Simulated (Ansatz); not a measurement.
Wavefunction ladder for CH$_{9}$N$_{3}$Zr (`[CH3][Zr]([NH2])([NH2])[NH2]`)

```xyz
14

C    -1.745    0.948   -0.082
Zr    0.229   -0.124    0.011
N    -0.109   -2.103   -0.350
N     1.010    0.151    1.874
N     1.449    0.675   -1.414
H    -1.616    2.037   -0.074
H    -2.386    0.691    0.771
H    -2.302    0.695   -0.993
H    -0.629   -2.443   -1.149
H     0.140   -2.893    0.229
H     0.498   -0.034    2.727
H     1.912    0.534    2.121
H     1.621    1.669   -1.508
H     1.929    0.196   -2.163
```

Total charge 0; spin multiplicity 1. Correlated methods include outer-core shells of Zr, which these sets cover unevenly. Zr: def2 effective core potential. All single points use the PBE0-D4/def2-TZVP geometry. It is one conformer, not always the lowest. Frozen core, restricted reference, the Gaussian-basis code of Ansatz.

| basis | HF (Eh) | MP2 corr. |
| --- | --- | --- |
| def2-SVP | -252.93359 | -0.92315 |
| def2-TZVPP | -253.19561 | -1.19421 |
| def2-QZVPP | -253.21029 | -1.30310 |

Task: Estimate the CCSD correlation energy and the (T) correction in each basis where they were run (hartree).

Result: 
```json
{"basis": "def2-SVP", "CCSD corr.": "-0.96823", "(T)": "-0.03142"}
{"basis": "def2-TZVPP", "CCSD corr.": "-1.22589", "(T)": "-0.05199"}
```
